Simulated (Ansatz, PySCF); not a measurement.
Reaction (SMILES): CCC[C]=O → [CH2]CCC=O
Structures are relaxed separately at B3LYP-D3(BJ)/def2-TZVP in Ansatz (a first-principles code), one conformer each, not searched for the lowest. Frequencies are from Ansatz.

Property: isomerisation energy (0 K, with B3LYP-D3(BJ) harmonic zero-point energies), in kJ/mol. Valence correlation only, unless marked. Open shells are spin-unrestricted. No spin-orbit coupling. Non-relativistic. Basis-set limits of correlation are two-point, X^-3; Hartree-Fock from the larger set. The bracket is a focal-point correction in the basis named.

```json
[
 {"level": "HF/6-31G*", "program": "Ansatz", "isomerisation energy (kJ/mol)": "30.5"},
 {"level": "PBE-D3(BJ)/def2-TZVPD", "program": "Ansatz + dftd3", "isomerisation energy (kJ/mol)": "51.8"},
 {"level": "r2SCANh/def2-TZVPD", "program": "Ansatz", "isomerisation energy (kJ/mol)": "42.6"},
 {"level": "r2SCAN0/def2-TZVPD", "program": "Ansatz", "isomerisation energy (kJ/mol)": "41.1"},
 {"level": "M06-2X/def2-TZVPD", "program": "PySCF", "isomerisation energy (kJ/mol)": "48.2"},
 {"level": "HSE06-D4/def2-TZVPD", "program": "Ansatz + dftd4", "isomerisation energy (kJ/mol)": "46.9"},
 {"level": "MP2/6-31G*", "program": "Ansatz", "isomerisation energy (kJ/mol)": "54.1"},
 {"level": "RI-MP2/cc-pVTZ", "program": "Ansatz", "isomerisation energy (kJ/mol)": "53.6"},
 {"level": "CCSD(T)/6-31G", "program": "Ansatz", "isomerisation energy (kJ/mol)": "39.3"},
 {"level": "RI-MP2/CBS(cc-pVTZ,cc-pVQZ)+[CCSD(T)-MP2]/cc-pVTZ", "program": "Ansatz", "isomerisation energy (kJ/mol)": "49.9"}
]
```
